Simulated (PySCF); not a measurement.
Compound: C3H6F2Si.
Atom-mapped SMILES: `[F:1][CH:2]([F:3])[C@H:4]1[CH2:5][SiH2:6]1` (hydrogens: H7 on C2; H8 on C4; H9, H10 on C5; H11, H12 on Si6)

Jobs on this species (12 atoms, 56 electrons) with PySCF (density fitting). Hardware of each: Intel Xeon 6975P-C, one thread, shared host. Other jobs ran on the host; a repeat could differ by tens of per cent or more. Peak memory is the resident size of the whole Python process, interpreter and libraries included.

```json
{"level and settings": "B97-2/pcSseg-1", "work": "shieldings, ring-centre shieldings", "basis functions": "139", "SCF cycles": "?", "wall time": "?", "peak memory": "?"}
{"level and settings": "OPBE/pcSseg-1", "work": "shieldings, ring-centre shieldings", "basis functions": "139", "SCF cycles": "?", "wall time": "?", "peak memory": "?"}
{"level and settings": "PBE0/cc-pVDZ", "work": "shieldings, ring-centre shieldings, charges and field gradients", "basis functions": "118", "SCF cycles": "12", "wall time": "6.8 s", "peak memory": "0.67 GiB"}
{"level and settings": "KT3/pcSseg-1", "work": "shieldings, ring-centre shieldings", "basis functions": "139", "SCF cycles": "15", "wall time": "11 s", "peak memory": "0.75 GiB"}
{"level and settings": "LDA/pcSseg-1", "work": "shieldings, ring-centre shieldings", "basis functions": "139", "SCF cycles": "13", "wall time": "8.4 s", "peak memory": "0.71 GiB"}
{"level and settings": "KT2/pcSseg-1", "work": "shieldings, ring-centre shieldings", "basis functions": "139", "SCF cycles": "15", "wall time": "11 s", "peak memory": "0.75 GiB"}
{"level and settings": "BHandHLYP/pcSseg-1", "work": "shieldings, ring-centre shieldings", "basis functions": "139", "SCF cycles": "12", "wall time": "7.0 s", "peak memory": "0.71 GiB"}
{"level and settings": "CAM-B3LYP/pcSseg-1", "work": "shieldings, ring-centre shieldings", "basis functions": "139", "SCF cycles": "12", "wall time": "9.6 s", "peak memory": "0.74 GiB"}
{"level and settings": "PBE0-D3(BJ)/def2-SVP, grid level 1", "work": "geometry optimisation from a GFN2-xTB start shaken at random", "basis functions": "118", "SCF cycles": "68", "wall time": "36 s", "peak memory": "0.51 GiB"}
```

Fill in the missing figures.

- B97-2/pcSseg-1; shieldings, ring-centre shieldings: 7.3 s, 0.71 GiB, 13 SCF cycles
- OPBE/pcSseg-1; shieldings, ring-centre shieldings: 11 s, 0.75 GiB, 15 SCF cycles

What do all jobs in the table cost together?

About 1.8 min; the longest takes about 33 % of that, and about 5.3 times as long as the shortest.
